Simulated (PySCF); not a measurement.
Correlation energy of Tb⁵²⁺ (terbium, charge +52)

[Ne] 3s2 3p1, 2P determinant. All numbers are calculated (PySCF 2.14, scalar relativity by spin-free X2C-1e, in an even-tempered Gaussian basis (17 s from 12 bohr⁻², ratio 2.5; 12 p from 15 bohr⁻², ratio 2.5; 4 d from 60 bohr⁻², ratio 2.7; 4 f from 90 bohr⁻², ratio 2.7)). Frozen: 1s2; 11 electrons correlated; the 20 highest virtual orbitals of each spin left out.

```json
{"level": "CCSD", "correlation energy (mhartree)": "-515.55"}
{"level": "(T)", "correlation energy (mhartree)": "-0.63"}
{"level": "CCSD(T)", "correlation energy (mhartree)": "-516.18"}
```

Diagnostics: T1 = 0.00043, D1 = 0.0019, largest double amplitude 0.041.

Spin-orbit coupling, absent here, splits the open shell strongly.

Cost of the coupled-cluster step: of the order of 18 core-seconds, for 11 correlated electrons.

Iterations:

```
CC2 = 0
CCSD nocc = (np.int64(6), np.int64(5)), nmo = (80, 80)
frozen orbitals [[0, 81, 82, 83, 84, 85, 86, 87, 88, 89, 90, 91, 92, 93, 94, 95, 96, 97, 98, 99, 100], [0, 81, 82, 83, 84, 85, 86, 87, 88, 89, 90, 91, 92, 93, 94, 95, 96, 97, 98, 99, 100]]
max_cycle = 100
direct = 0
conv_tol = 1e-08
conv_tol_normt = 1e-06
diis_space = 8
diis_start_cycle = 0
Init t2, MP2 energy = -0.496331901104347
Init E_corr(UCCSD) = -0.496331901104611
cycle = 1  E_corr(UCCSD) = -0.511629004295033  dE = -0.0152971032  norm(t1,t2) = 0.0100401
cycle = 2  E_corr(UCCSD) = -0.514712888958437  dE = -0.00308388466  norm(t1,t2) = 0.00220376
cycle = 3  E_corr(UCCSD) = -0.515554433868805  dE = -0.00084154491  norm(t1,t2) = 0.000498706
cycle = 4  E_corr(UCCSD) = -0.515551127335229  dE = 3.30653358e-06  norm(t1,t2) = 1.18198e-05
cycle = 5  E_corr(UCCSD) = -0.515551133518728  dE = -6.18349916e-09  norm(t1,t2) = 3.18466e-07
UCCSD converged
E(UCCSD) = -8870.355808210132  E_corr = -0.5155511335187284
UCCSD(T) correction = -0.000627335150080715
```

At this charge the one-electron X2C treatment keeps the bare 1/r₁₂, with no two-electron picture change or Breit term. The effect here is smaller than on the frozen 1s shell; and a scalar Hamiltonian misses the large spin-orbit splitting of the p shells, which matters for ns² → np² pairs.
